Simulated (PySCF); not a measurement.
# AlAs⁺: from constants to spectrum

UHF-CCSD(T) constants of AlAs⁺, ⁴Σ⁻ (quartet), unpaired electrons σ ↑, π ↑↑ (basis Al def2-TZVPPD, As def2-TZVPPD; no relativity; PySCF 2.14; masses 26.9815 and 74.9216 u):

* ωe: 171.1 cm⁻¹
* ωexe: 2.42 cm⁻¹
* Be: 0.11969 cm⁻¹
* αe: 0.00189 cm⁻¹
* D (centrifugal): 2.34e-07 cm⁻¹
* De to Al⁺ + As: 0.56 eV

(1) Give the vibrational terms G(v) and spacings up to v = 6.

(2) How well does the Morse estimate ωe²/(4ωexe) reproduce De, and what is D0?

Correlated steps freeze 14 core orbitals. Spin–orbit coupling is left out. For an ion De counts to the pair picked by the measured ionisation energies or electron affinities, which need not be the lowest pair at this level. The state was picked by a PBE0 search and need not be the measured ground state.

Answers

(1) G(v) = ωe(v+½) − ωexe(v+½)².

```json
{"v": "0", "G(v) (cm⁻¹)": "84.9", "G(v) − G(v−1)": "", "Bv (cm⁻¹)": "0.1187"}
{"v": "1", "G(v) (cm⁻¹)": "251.2", "G(v) − G(v−1)": "166.3", "Bv (cm⁻¹)": "0.1169"}
{"v": "2", "G(v) (cm⁻¹)": "412.6", "G(v) − G(v−1)": "161.4", "Bv (cm⁻¹)": "0.1150"}
{"v": "3", "G(v) (cm⁻¹)": "569.2", "G(v) − G(v−1)": "156.6", "Bv (cm⁻¹)": "0.1131"}
{"v": "4", "G(v) (cm⁻¹)": "720.9", "G(v) − G(v−1)": "151.7", "Bv (cm⁻¹)": "0.1112"}
{"v": "5", "G(v) (cm⁻¹)": "867.8", "G(v) − G(v−1)": "146.9", "Bv (cm⁻¹)": "0.1093"}
{"v": "6", "G(v) (cm⁻¹)": "1009.9", "G(v) − G(v−1)": "142.1", "Bv (cm⁻¹)": "0.1074"}
```

(2) It gives 0.37 eV, 67 % of the computed De. D0 = De − G(0) = 0.56 − 0.01 = 0.55 eV.
